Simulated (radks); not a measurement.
Values are calculated unless marked as measured or tabulated.
Zn2+, 28 electrons, occupied as [Ne] 3s2 3p(up 3, down 2) 3d10 4s1 (not the ground configuration). Code: a radial shooting solver on a logarithmic mesh with Libxc functionals. Model: non-relativistic Kohn-Sham, r2SCAN, spin-polarised, spherical densities, point nucleus; open shells are filled with parallel spins first; meta-GGA in the generalised Kohn-Sham scheme.

Normalised radial functions P(r) = r R(r), r in bohr:

| r | 3s down |
|---|---|
| 0.006339 | 0.1996 |
| 0.008254 | 0.2445 |
| 0.01075 | 0.2937 |
| 0.014 | 0.3431 |
| 0.01822 | 0.3858 |
| 0.02373 | 0.4103 |
| 0.03115 | 0.3991 |
| 0.04056 | 0.3326 |
| 0.05281 | 0.1926 |
| 0.06877 | -0.0272 |
| 0.08955 | -0.3049 |
| 0.1166 | -0.5728 |
| 0.1518 | -0.7175 |
| 0.1993 | -0.6048 |
| 0.2595 | -0.1809 |
| 0.3379 | 0.4602 |
| 0.44 | 1.0634 |
| 0.5729 | 1.3459 |
| 0.746 | 1.2072 |
| 0.9714 | 0.8058 |
| 1.275 | 0.3863 |
| 1.66 | 0.1323 |
| 2.162 | 0.0294 |
| 2.815 | 0.0038 |
| 3.666 | 0.0002 |
| 4.773 | 0.0000 |
| 6.215 | 0.0000 |

3s down: eigenvalue -157.95 eV, 2 radial nodes at r = 0.0668, 0.281 bohr, <r> = 0.687 bohr, 90 % of the charge inside 1.03 bohr.
